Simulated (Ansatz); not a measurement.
Stepwise reaction of `[CH3][Y]([CH3])[CH3]` with hydrogen chloride, as a gas-phase model of exchange steps in deposition or etching. ΔE in kJ/mol.

Program: Ansatz. Geometries: PBE0-D4/def2-TZVP. ΔE: electronic, gas phase. CBS: MP2 limit from def2 TZ/QZ plus the TZ coupled-cluster correction, frozen cores. This one scheme is used for every species. DFT in def2-TZVPP. B3LYP here is the variant with VWN-RPA as its local correlation; programs differ in this. def2 core potentials past Kr. For Y outer-core shells are correlated without core-valence functions, which leaves a few kJ/mol of doubt a bond.

```tsv
step	reaction	PBE-D4	B3LYP-D4	ωB97M-V	CCSD(T)/CBS
1	`[CH3][Y]([CH3])[CH3]` + HCl → `[CH3][Y]([CH3])[Cl]` + CH₄	-255.5	-267.1	-266.8	-267.1
2	`[CH3][Y]([CH3])[Cl]` + HCl → `[CH3][Y]([Cl])[Cl]` + CH₄	-252.2	-263.6	-262.7	-263.1
3	`[CH3][Y]([Cl])[Cl]` + HCl → `[Cl][Y]([Cl])[Cl]` + CH₄	-247.6	-257.0	-252.7	-253.4
```

Q: By hand: ΔE of the 3 steps together at CCSD(T)/CBS.

A: (-267.1) + (-263.1) + (-253.4) = -783.6 kJ/mol, or -261.2 kJ/mol a step.

In ΔE each step is higher than the one before. All are downhill at CCSD(T)/CBS. PBE-D4 differs from CCSD(T)/CBS by 5.8 to 11.6 kJ/mol a step. Isolated molecules leave out the surface, adducts and barriers. Largest T1 diagnostic: 0.012.
